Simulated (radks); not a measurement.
Problem. All-electron atom: Tm+ in [Xe] 4f12 5d1 6s1 (not the ground configuration). Method: non-relativistic Kohn-Sham, SCAN, spin-polarised, spherical densities, point nucleus; open shells are filled with parallel spins first (spin-orbit coupling, left out, can overturn this in heavy ions); meta-GGA in the generalised Kohn-Sham scheme; relativity is left out, which matters for an element this heavy; computed with a radial shooting solver on a logarithmic mesh with Libxc functionals. Some entries of the table are withheld. Estimate them.

| orbital | occ. | eigenvalue (eV) | r(max) (bohr) |
|---|---|---|---|
| 1s up | 1 | -55164.52 | 0.01457 |
| 1s down | 1 | -55164.51 | 0.01457 |
| 2s up | 1 | -8952.164 | 0.07950 |
| 2s down | 1 | -8952.044 | 0.07950 |
| 2p up | 3 | -8546.840 | 0.06189 |
| 2p down | 3 | -8546.756 | 0.06189 |
| 3s up | 1 | -2017.644 | 0.2196 |
| 3s down | 1 | -2016.302 | 0.2195 |
| 3p up | 3 | -1832.078 | 0.2076 |
| 3p down | 3 | -1830.829 | 0.2076 |
| 3d up | 5 | -1487.809 | 0.1651 |
| 3d down | 5 | -1486.825 | 0.1651 |
| 4s up | 1 | -402.4887 | 0.4983 |
| 4s down | 1 | -400.1450 | 0.4983 |
| 4p up | 3 | -326.8913 | 0.5015 |
| 4p down | 3 | -324.5175 | 0.5016 |
| 4d up | 5 | -191.4866 | 0.5032 |
| 4d down | 5 | -189.0494 | 0.5033 |
| 5s up | 1 | (1) | 1.164 |
| 5s down | 1 | (2) | 1.173 |
| 5p up | 3 | -36.1942 | 1.278 |
| 5p down | 3 | -35.5977 | 1.287 |
| 4f up | 7 | -22.2856 | (3) |
| 4f down | 5 | -19.8247 | (4) |
| 6s up | 1 | -9.8968 | 3.154 |
| 5d up | 1 | -9.2285 | 1.815 |

Solution. 
(1) 5s up eigenvalue (eV): -56.3765
(2) 5s down eigenvalue (eV): -55.9850
(3) 4f up r(max) (bohr): 0.4847
(4) 4f down r(max) (bohr): 0.4855
